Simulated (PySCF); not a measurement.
# Calculated NMR parameters of C1C[C@@H]2CC[C@H](C1)C2

```
Formula                               : C8H14
SMILES                                : C1C[C@@H]2CC[C@H](C1)C2
InChI                                 : InChI=1S/C8H14/c1-2-7-4-5-8(3-1)6-7/h7-8H,1-6H2/t7-,8+
Point group of the computed structure : Cs
Degrees of unsaturation               : 2
Carbon signals                        : 5
Proton signals                        : 9
```

Numbering as in the mapped SMILES `[CH2:1]1[CH2:2][C@@H:3]2[CH2:4][CH2:5][C@H:6]([CH2:7]1)[CH2:8]2`; H(Xn) means a hydrogen on atom n. Ha(C4), Ha(C5), Ha(C8) are cis to C2 on the ring; Ha(C1), Ha(C2), Ha(C7) are cis to C4 on the ring; Hb(C4), Hb(C5), Hb(C8) are trans to C2 on the ring; Hb(C1), Hb(C2), Hb(C7) are trans to C4 on the ring.

Non-relativistic, in vacuum, one computed conformer, equivalent nuclei averaged. Geometry: PBE0-D3(BJ)/def2-SVP; σ from GIAO-HF/pcSseg-1; PySCF 2.14.0 with density-fitted response routines.

References, each an isolated molecule treated in the same way: 1H (31.69 ppm) and 13C (190.85 ppm) vs TMS.

| carbon | δC, type | δH (multiplicity) | HMBC from (2–3 bonds) | span of the C tensor (ppm) |
| --- | --- | --- | --- | --- |
| C1 | 18.4, CH2 | Ha(C1) 1.15 (m); Hb(C1) 1.15 (m) | H(C3)/H(C6), Ha(C2)/Ha(C7), Hb(C2)/Hb(C7) | 14 |
| C2/C7 | 30.7, CH2 | Hb(C2) 1.07 (m); Ha(C2) 1.10 (m) | H(C3)/H(C6), Hb(C4)/Hb(C5), Ha(C4)/Ha(C5), Ha(C1), Hb(C8), Hb(C1), Ha(C2)/Ha(C7), Hb(C2)/Hb(C7), Ha(C8) | 23 |
| C3/C6 | 31.1, CH | 1.52 (m) | H(C3)/H(C6), Hb(C4)/Hb(C5), Ha(C4)/Ha(C5), Ha(C1), Hb(C8), Hb(C1), Ha(C2)/Ha(C7), Hb(C2)/Hb(C7), Ha(C8) | 25 |
| C4/C5 | 27.0, CH2 | Ha(C4) 1.19 (m); Hb(C4) 1.42 (m) | H(C3)/H(C6), Hb(C4)/Hb(C5), Ha(C4)/Ha(C5), Hb(C8), Ha(C2)/Ha(C7), Hb(C2)/Hb(C7), Ha(C8) | 33 |
| C8 | 36.6, CH2 | Hb(C8) 1.15 (m); Ha(C8) 0.96 (m) | H(C3)/H(C6), Hb(C4)/Hb(C5), Ha(C4)/Ha(C5), Ha(C2)/Ha(C7), Hb(C2)/Hb(C7) | 25 |

- Carbon types of the structure: 2 × CH, 6 × CH2, which accounts for all hydrogens.
- δC 36.6, 30.7, 27.0, 18.4: sp3 CH2 in a ring; saturated and bonded to C and H only.
- δC 31.1: sp3 CH in a ring; saturated and bonded to C and H only.
- δH 1.52: hydrogen on an sp3 CH in a ring; far from electronegative atoms and π systems.
- δH 1.42, 1.19, 1.15, 1.15, 1.15, 1.10, 1.07, 0.96: hydrogen on an sp3 CH2 in a ring; far from electronegative atoms and π systems.

Shifts are as computed. Against solution values, carbons near 30 ppm lie about -0 ppm off and those near 130 ppm about +7 ppm. Of 1211 compounds with measured shifts, 218 miss one by over three times the rms of a fit or turn the order of signals round; such compounds aren't used in these exercises. Multiplicities follow the n + 1 count of equivalent neighbours, as no J values were calculated; m marks all less simple cases, F and P coupling included.
